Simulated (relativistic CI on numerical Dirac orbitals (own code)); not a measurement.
# Slater's F² for O from its measured terms

Problem. The ground configuration 2s²2p⁴ of O has the measured levels ³P: 227.0 (J = 0), 158.3 (J = 1), 0.0 (J = 2); ¹D: 15867.9 (J = 2); ¹S: 33792.6 (J = 0) cm⁻¹ (NIST Handbook of Basic Atomic Spectroscopic Data (Sansonetti and Martin, J. Phys. Chem. Ref. Data 34, 1559 (2005))). Test the one-configuration theory of p4 and extract F²(2p,2p).

Working.
1. Centres of gravity, weighted by 2J + 1: ³P 78.0, ¹D 15867.9, ¹S 33792.6 cm⁻¹. To first order spin-orbit coupling drops out of them.
2. Slater-Condon theory gives ¹D − ³P = 6F²/25 and ¹S − ¹D = 9F²/25, so the ratio of the upper interval to the lower is 9/6 = 1.500, whatever F².
3. Measured intervals: 15789.9 and 17924.7 cm⁻¹, ratio 1.135.
4. F² from the lower interval is 65791 and from the upper 49791 cm⁻¹.

Check. The radial integral calculated for this configuration (Dirac-KLI orbitals, unscaled) is F² = 72859 cm⁻¹; the two empirical values are 90 % and 68 % of it. The ratio falls short of 1.50 mainly because the highest term mixes with s⁰p6, which has the same term and pushes it down.
